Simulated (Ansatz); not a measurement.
Computed with Ansatz on PBE0-D4/def2-TZVP structures; ΔE is electronic, products minus reactants. CCSD(T)/CBS is the MP2 limit (def2-TZVPP, def2-QZVPP) plus CCSD(T) − MP2 in def2-TZVPP, frozen cores. This one scheme is used for every species. Functionals use def2-TZVPP. B3LYP here is the variant with VWN-RPA as its local correlation; programs differ in this. One conformer a species, not always the lowest.

`FBC[CH2][AlH2]` + `N=C=O` → `O=C=NBF` + `C[CH2][AlH2]`  (ligand exchange at a B–C bond)

```json
{"level": "PBE-D4", "ΔE (kcal/mol)": "-24.9", "difference from CCSD(T)/CBS": "0.9"}
{"level": "r2SCAN-D4", "ΔE (kcal/mol)": "-25.8", "difference from CCSD(T)/CBS": "0.0"}
{"level": "PBE0-D4", "ΔE (kcal/mol)": "-26.0", "difference from CCSD(T)/CBS": "-0.2"}
{"level": "B3LYP-D4", "ΔE (kcal/mol)": "-27.8", "difference from CCSD(T)/CBS": "-2.0"}
{"level": "ωB97X-V", "ΔE (kcal/mol)": "-26.6", "difference from CCSD(T)/CBS": "-0.8"}
{"level": "ωB97M-V", "ΔE (kcal/mol)": "-26.3", "difference from CCSD(T)/CBS": "-0.5"}
{"level": "B2PLYP", "ΔE (kcal/mol)": "-27.9", "difference from CCSD(T)/CBS": "-2.1"}
{"level": "PBE", "ΔE (kcal/mol)": "-25.5", "difference from CCSD(T)/CBS": "0.3"}
{"level": "r2SCAN", "ΔE (kcal/mol)": "-26.0", "difference from CCSD(T)/CBS": "-0.2"}
{"level": "PBE0", "ΔE (kcal/mol)": "-26.5", "difference from CCSD(T)/CBS": "-0.7"}
{"level": "B3LYP", "ΔE (kcal/mol)": "-28.8", "difference from CCSD(T)/CBS": "-3.0"}
{"level": "HF/def2-TZVPP", "ΔE (kcal/mol)": "-32.5", "difference from CCSD(T)/CBS": "-6.7"}
{"level": "MP2/def2-TZVPP", "ΔE (kcal/mol)": "-26.4", "difference from CCSD(T)/CBS": "-0.6"}
{"level": "SCS-MP2/def2-TZVPP", "ΔE (kcal/mol)": "-27.3", "difference from CCSD(T)/CBS": "-1.5"}
{"level": "CCSD/def2-TZVPP", "ΔE (kcal/mol)": "-27.0", "difference from CCSD(T)/CBS": "-1.2"}
{"level": "CCSD(T)/def2-TZVPP", "ΔE (kcal/mol)": "-26.2", "difference from CCSD(T)/CBS": "-0.4"}
{"level": "HF/def2-QZVPP", "ΔE (kcal/mol)": "-32.4", "difference from CCSD(T)/CBS": "-6.6"}
{"level": "MP2/def2-QZVPP", "ΔE (kcal/mol)": "-26.1", "difference from CCSD(T)/CBS": "-0.3"}
{"level": "SCS-MP2/def2-QZVPP", "ΔE (kcal/mol)": "-27.2", "difference from CCSD(T)/CBS": "-1.4"}
{"level": "HF/CBS(def2)", "ΔE (kcal/mol)": "-32.4", "difference from CCSD(T)/CBS": "-6.6"}
{"level": "MP2/CBS(def2)", "ΔE (kcal/mol)": "-26.0", "difference from CCSD(T)/CBS": "-0.2"}
{"level": "CCSD/CBS(def2)", "ΔE (kcal/mol)": "-26.6", "difference from CCSD(T)/CBS": "-0.8"}
{"level": "CCSD(T)/CBS", "ΔE (kcal/mol)": "-25.8", "difference from CCSD(T)/CBS": "0"}
```

Largest T1 diagnostic among the species: 0.018.

From PBE to PBE0 (25 % exact exchange), in def2-TZVPP and without D4, ΔE moves by −1.0 kcal/mol. In def2-TZVPP, CCSD(T) changes the Hartree–Fock value by +6.3 kcal/mol (the triples alone add +0.8 kcal/mol) and MP2 by +6.1 kcal/mol. The D4 term adds +0.9 kcal/mol with B3LYP and +0.5 kcal/mol with PBE0; it sums over pairs of atoms, weighted by their polarisabilities, and B3LYP, whose exchange is more repulsive, gets the larger term.
